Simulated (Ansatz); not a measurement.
`[OH][GaH][SiH2]F`. Charge 0, multiplicity 1.

Z-matrix (Å, degrees):
```
Si
Ga 1 2.420
F 1 1.612 2 107.9
H 1 1.488 2 113.0 3 -118.6
H 1 1.488 2 113.0 3 118.6
O 2 1.790 1 116.0 3 -0.1
H 2 1.562 1 130.5 3 179.9
H 6 0.960 2 113.9 1 0.0
```

(1) List the harmonic frequencies (cm⁻¹, unscaled) at PBE0-D4/def2-TZVP in Ansatz. (An estimate is asked.)

(2) Is this a minimum?

(3) Give the ideal-gas thermochemistry at 298.15 K and 1 bar (rigid rotor, harmonic oscillator; point group Cs, symmetry number 1).

## Answers

(1) The calculation gave: 52, 76, 210, 323, 331, 459, 534, 593, 691, 732, 836, 854, 876, 942, 1996, 2208, 2215, 3895.

(2) Yes, all 18 modes are real.

(3) Zero-point energy 106.6 kJ/mol; H(298) − E = 127.0 kJ/mol; entropy 352.3 J/(mol·K), of which translation 170.2, rotation 113.6, vibration 68.5; G(298) − E = 22.0 kJ/mol. Modes under 100 cm⁻¹ are hindered rotations or soft bends, so the harmonic entropy is rough.
